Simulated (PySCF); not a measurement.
**Correlation energy of Mn (manganese, neutral)**

[Ar] 3d5 4s2, high-spin 6S determinant. Calculation: PySCF 2.14, in def2-TZVPPD; the non-relativistic Hamiltonian (point nucleus). Frozen: [Ar]; 7 electrons correlated.

| level | correlation energy (mhartree) |
| --- | --- |
| CCSD | -131.31 |
| (T) | -3.67 |
| CCSD(T) | -134.98 |

Diagnostics: T1 = 0.022, D1 = 0.0701, largest double amplitude 0.079.

Problem. Is a single reference adequate?

Solution. Mostly. T1 lies below 0.03, but a double amplitude of this size points to a near-degeneracy that CCSD handles and MP2 describes poorly.
